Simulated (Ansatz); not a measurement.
An input meant for Al8N7H22⁻, a nanocrystal cut from wurtzite AlN (hydrogen-capped) (charge -1, singlet; atoms displaced at random, 0.08 Å in each coordinate).

```yaml
crystal:
  periodic: [false, false, false]
  atoms:
    - {symbol: Al, position_ang: [0.069460, -1.807503, -2.735618]}
    - {symbol: N, position_ang: [-1.209867, -0.704204, -3.248815]}
    - {symbol: N, position_ang: [0.125642, -1.618386, -0.813996]}
    - {symbol: Al, position_ang: [-1.290795, -0.711246, -0.077982]}
    - {symbol: Al, position_ang: [0.186579, -1.641721, 2.391783]}
    - {symbol: N, position_ang: [-1.396691, -0.848639, 1.635918]}
    - {symbol: Al, position_ang: [-1.309857, 1.143883, -2.691638]}
    - {symbol: N, position_ang: [-1.296347, 0.985649, -0.823143]}
    - {symbol: Al, position_ang: [-1.552805, 0.947107, 2.517769]}
    - {symbol: Al, position_ang: [1.663995, -0.942553, -0.189921]}
    - {symbol: N, position_ang: [1.792263, -0.897109, 1.899038]}
    - {symbol: N, position_ang: [1.654915, 1.034684, -0.843105]}
    - {symbol: Al, position_ang: [0.131107, 2.007642, 0.051403]}
    - {symbol: Al, position_ang: [1.828360, 1.014678, 2.546406]}
    - {symbol: N, position_ang: [0.193948, 1.996302, 1.902935]}
    - {symbol: H, position_ang: [0.124910, -3.344288, -3.126472]}
    - {symbol: H, position_ang: [1.466476, -0.970037, -3.398916]}
    - {symbol: H, position_ang: [-2.122871, -1.196639, -3.126667]}
    - {symbol: H, position_ang: [0.311855, -2.321900, -0.513773]}
    - {symbol: H, position_ang: [0.261855, -2.621900, -0.513773]}
    - {symbol: H, position_ang: [-2.709845, -1.561570, -0.643167]}
    - {symbol: H, position_ang: [0.166861, -3.285078, 1.704379]}
    - {symbol: H, position_ang: [0.188511, -1.900718, 4.054641]}
    - {symbol: H, position_ang: [-2.202254, -1.153123, 2.096336]}
    - {symbol: H, position_ang: [-2.781948, 1.951445, -3.241393]}
    - {symbol: H, position_ang: [-0.021871, 1.827753, -3.155711]}
    - {symbol: H, position_ang: [-2.089005, 1.482570, -0.381789]}
    - {symbol: H, position_ang: [-2.617902, 1.630764, 1.728282]}
    - {symbol: H, position_ang: [-1.508808, 1.107908, 4.002747]}
    - {symbol: H, position_ang: [3.278320, -1.665617, -0.620615]}
    - {symbol: H, position_ang: [2.549845, -1.264933, 2.211844]}
    - {symbol: H, position_ang: [1.817301, 1.055466, -1.887720]}
    - {symbol: H, position_ang: [2.534446, 1.432971, -0.405817]}
    - {symbol: H, position_ang: [0.260286, 3.482736, -0.619478]}
    - {symbol: H, position_ang: [1.971518, 1.091901, 3.954952]}
    - {symbol: H, position_ang: [3.200784, 1.881320, 1.770869]}
    - {symbol: H, position_ang: [0.262566, 2.828989, 2.134829]}
basis:
  gaussian: {orbitals: aug-cc-pVDZ, fitting: {mean_field: def2-universal-jkfit}}
total_charge: -1
magnetization: {spin_polarized: true, initial_magnetization: 0}
hamiltonian: {xc: {name: CAM-B3LYP}}
```

```sh
$ ansatz run in.yaml --threads 2 --pin off --events-out ev --progress --plain --max-ram 20480MiB --backend cuda --devices 0, --max-vram 18GiB
```

Output, abridged:

```
Functional definition: CAM-B3LYP
1959 factors; integrals over basis functions are off by at most 3.8e-1 eV
1959 factors; integrals over basis functions are off by at most 3.0e-3 eV
mean field evaluation 1: about -63512.9625 eV, gradient 9.7e1 eV
mean field evaluation 2: about -63444.0863 eV, gradient 1.3e2 eV
mean field evaluation 4: about -63550.2796 eV, gradient 8.9e0 eV
mean field evaluation 8: about -63550.7898 eV, gradient 3.0e-1 eV
mean field evaluation 16: about -63550.7903 eV, gradient 1.3e-4 eV
mean field -63550.79030463 eV, -2335.4484674225 hartree, gradient 5.1e-5 eV, S^2 0.000000; 0 other end points of the search recorded, 0 dependent functions left out
reference -63550.79067087 eV, -2335.4484808814 hartree; 88, 88 occupied and 487, 487 virtual orbitals, 1959 factors
Total energy: -63550.79067087 eV, -2335.4484808814 hartree
```

In this input one atom was put on top of another. The run converged. The result belongs to that input, not to the species as meant.
